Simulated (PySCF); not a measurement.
C₂H₆FIn. Atoms are numbered in the order given.

```xyz
10

In     0.0000     0.0000    -0.0658
F      0.0000     0.0000     1.9218
C      2.0379    -0.0001    -0.7496
H      2.1103    -0.0124    -1.8458
H      2.5354     0.8994    -0.3571
H      2.5427    -0.8859    -0.3360
C     -2.0379     0.0001    -0.7496
H     -2.1103     0.0124    -1.8458
H     -2.5354    -0.8994    -0.3571
H     -2.5427     0.8859    -0.3360
```

The structure is a stationary point at r2SCAN-D4/def2-SVP. The structure was generated by enumeration; whether it is a known compound was not checked. The def2 effective core potentials stand for the cores of In; spin–orbit coupling is left out.

The numbers are results of B3LYP/def2-TZVP in PySCF, not measurements.

### Question
Estimate the frontier levels, gap, dipole moment and polarisability. (Estimate from the structure and the level; the computed values follow.)

### Answer

```
Quantity                                                                                                        Value
---------------------------------------------------------------------------------------------  ----------------------
highest occupied level                                                                                       -7.49 eV
lowest empty level                                                                                           -1.34 eV
orbital gap                                                                                                   6.15 eV
dipole moment                                                                                                  3.64 D
quadrupole, principal values (traceless, Buckingham form, about the centre of nuclear charge)   -9.48, 1.54, 7.94 D·Å
mean static polarisability                                                                       61.4 bohr³ (9.10 Å³)
polarisability, principal values                                                               45.9, 54.7, 83.6 bohr³
```
